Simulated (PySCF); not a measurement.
Compound: protonated anthracene, C₁₄H₁₁ (charge +1).
Geometry (PBE0-D3(BJ)/def2-SVP, Å), atoms numbered from 1 in this order:
```xyz
25
C14H11 angstrom
C      3.9075    1.1958    0.7189
C      3.9420   -0.1163    0.2167
C      2.7744   -0.7937   -0.1298
C      1.5351   -0.1775    0.0152
C      1.4922    1.1539    0.5243
C      2.6931    1.8278    0.8724
C      0.2479    1.7899    0.6758
C     -0.9852    1.1960    0.3550
C     -2.1994    1.9093    0.5388
C     -3.4022    1.3173    0.2211
C     -3.4121    0.0060   -0.2841
C     -2.2311   -0.7099   -0.4713
C     -1.0033   -0.1344   -0.1582
C      0.2725   -0.8805   -0.3503
H      4.8360    1.7045    0.9834
H      4.9054   -0.6177    0.0950
H      2.8347   -1.8134   -0.5175
H      2.6380    2.8474    1.2610
H      0.2383    2.8126    1.0684
H     -2.1641    2.9276    0.9331
H     -4.3407    1.8571    0.3585
H     -4.3661   -0.4638   -0.5363
H     -2.2718   -1.7279   -0.8659
H      0.3394   -1.2052   -1.4062
H      0.2176   -1.8315    0.2129
```

NICS is the negative of the GIAO shielding at a point without a nucleus: at the ring centre (0) and 1 Å above and below it (1); zz is the component along the ring normal. Level: GIAO KT2/pcSseg-1 (PySCF, non-relativistic, gas phase) on the PBE0-D3(BJ)/def2-SVP geometry, one conformer.

Ring bond lengths (Å): C1–C2 1.405, C2–C3 1.394, C3–C4 1.392, C4–C5 1.426, C5–C6 1.420, C6–C1 1.378; C4–C5 1.426, C5–C7 1.406, C7–C8 1.406, C8–C13 1.426, C13–C14 1.490, C14–C4 1.491; C8–C9 1.420, C9–C10 1.378, C10–C11 1.405, C11–C12 1.394, C12–C13 1.392, C13–C8 1.426.

Q: What do the NICS probes read (ppm)?

A: 
```
                 ring                                                      type  NICS(0)  NICS(1), two faces  NICS(1)zz, two faces  rms pucker (Å)  centre to ring atoms, mean (Å)
    C1–C2–C3–C4–C5–C6          6-membered carbocycle; formal bonds all aromatic     -6.2         -9.8 / -9.8         -22.8 / -22.8            0.00                            1.40
  C4–C5–C7–C8–C13–C14  6-membered carbocycle; formal bonds 2 aromatic, 4 single      1.4         -3.2 / -3.2           -2.8 / -2.9            0.00                            1.44
C8–C9–C10–C11–C12–C13          6-membered carbocycle; formal bonds all aromatic     -6.2         -9.8 / -9.8         -22.8 / -22.8            0.00                            1.40
```

Q: What do they say, and how far can they be read as aromaticity?

A: 
- C1–C2–C3–C4–C5–C6: mean NICS(1)zz -22.8 ppm, shielded. The ring is flat and has no four-coordinate atom; by the NICS criterion it is aromatic, though in fused rings the probe also feels the neighbouring ring.
- C4–C5–C7–C8–C13–C14: mean NICS(1)zz -2.8 ppm, near zero. C14 has four or more neighbours, and the NICS criterion for π rings isn't applied.
- C8–C9–C10–C11–C12–C13: mean NICS(1)zz -22.8 ppm, shielded, aromatic by this magnetic criterion (flat ring, no four-coordinate atom), though in fused rings the probe also feels the neighbouring ring.

Q: And the bond-length index? HOMA = 1 − mean of α(R − Ropt)² over the ring bonds, with Krygowski's 1993 parameters (CC: Ropt 1.388 Å, α 257.7 Å⁻²).

A: 
- C1–C2–C3–C4–C5–C6: HOMA 0.87 = 1 − EN − GEO, with mean bond length 1.402 Å, EN = α(Ropt − mean)² = 0.054 and GEO = α × variance = 0.073. The geometric and the magnetic index point the same way.
- C8–C9–C10–C11–C12–C13: HOMA 0.87 = 1 − EN − GEO, with mean bond length 1.402 Å, EN = α(Ropt − mean)² = 0.054 and GEO = α × variance = 0.073. The geometric and the magnetic index point the same way.

Q: At the first NICS(1) probe listed for ring C1–C2–C3–C4–C5–C6, 1 Å off the ring, how large is the induced field along the normal in 14.1 T applied along it?

A: NICSzz × B0 = -22.8 ppm × 14.1 T = -321 μT, against the applied field.

Q: What are the shieldings of the ring atoms and their hydrogens in the same run (means over atoms taken as equivalent)?

A: 
| atoms | environment | σ isotropic (ppm) |
| --- | --- | --- |
| C1 (×2) | aromatic CH carbon | 54.7 |
| C2 (×2) | aromatic CH carbon | 41.2 |
| C3 (×2) | aromatic CH carbon | 56.5 |
| C4 (×2) | substituted aromatic carbon | 39.4 |
| C5 (×2) | substituted aromatic carbon | 57.8 |
| C6 (×2) | aromatic CH carbon | 46.7 |
| C7 | carbon bonded to 2 C and H | 16.3 |
| C14 | benzylic-type carbon | 144.4 |
| H15 (×2) | aromatic hydrogen | 23.07 |
| H16 (×2) | aromatic hydrogen | 22.82 |
| H17 (×2) | aromatic hydrogen | 23.14 |
| H18 (×2) | aromatic hydrogen | 22.99 |
| H19 | hydrogen on carbon | 22.50 |
| H24 (×2) | methylene hydrogen | 26.15 |

The list is cut; further classes of hydrogen are left out.

Q: How do the values depend on the level or the medium?

A: 
```json
{"level": "KT2/pcSseg-1, gas", "NICS(0), C1–C2–C3–C4–C5–C6": "-6.2", "mean NICS(1)zz, C1–C2–C3–C4–C5–C6": "-22.8", "NICS(0), C4–C5–C7–C8–C13–C14": "1.4", "mean NICS(1)zz, C4–C5–C7–C8–C13–C14": "-2.8", "NICS(0), C8–C9–C10–C11–C12–C13": "-6.2", "mean NICS(1)zz, C8–C9–C10–C11–C12–C13": "-22.8"}
{"level": "PBE0/pcSseg-1, gas", "NICS(0), C1–C2–C3–C4–C5–C6": "-6.2", "mean NICS(1)zz, C1–C2–C3–C4–C5–C6": "-24.1", "NICS(0), C4–C5–C7–C8–C13–C14": "1.9", "mean NICS(1)zz, C4–C5–C7–C8–C13–C14": "-2.8", "NICS(0), C8–C9–C10–C11–C12–C13": "-6.2", "mean NICS(1)zz, C8–C9–C10–C11–C12–C13": "-24.1"}
```

The geometry is the same throughout.

Time: 2.0 min wall; peak memory 1.4 GiB. Hardware: an Arm Neoverse V1 with one thread, shared host. This is the whole shielding run at KT2/pcSseg-1, SCF included.
